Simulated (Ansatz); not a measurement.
System: C₂H₂F, charge 0, doublet. C2H2F (SMILES [H]/[C]=C\F, doublet).
B3LYP-D3(BJ)/def2-TZVP minimum from Ansatz (a program for electronic structure):
```xyz
5

F      1.1062     0.0885    -0.0368
C     -0.2230     0.3470    -0.1841
C     -1.1505    -0.4619     0.2325
H     -0.3914     1.2935    -0.6825
H     -1.3230    -1.4006     0.7238
```
Charge 0, spin multiplicity 2.

Total energies in cc-pVDZ, 17 correlated electrons, 3 frozen orbitals. Open shells are spin-unrestricted; no spin-orbit coupling. Correlated methods leave the cores frozen. No relativity. The UHF reference of C2H2F ([H]/[C]=C\F, doublet) is spin-contaminated (<S^2> up to 0.18 over the pure value in the sets run).

```csv
method,program,energy (Eh),minus CCSDT(Q) (mEh)
HF,Ansatz,-176.24605,456.88
MP2,Ansatz,-176.65404,48.89
CCSD,Ansatz,-176.68831,14.62
CCSD(T),Ansatz,-176.70052,2.41
CCSDT(Q),Ansatz,-176.70293,0.00
```

Rough core times of Ansatz's runs on a shared machine: CCSD(T) under 20 s, CCSDT(Q) 2 min.
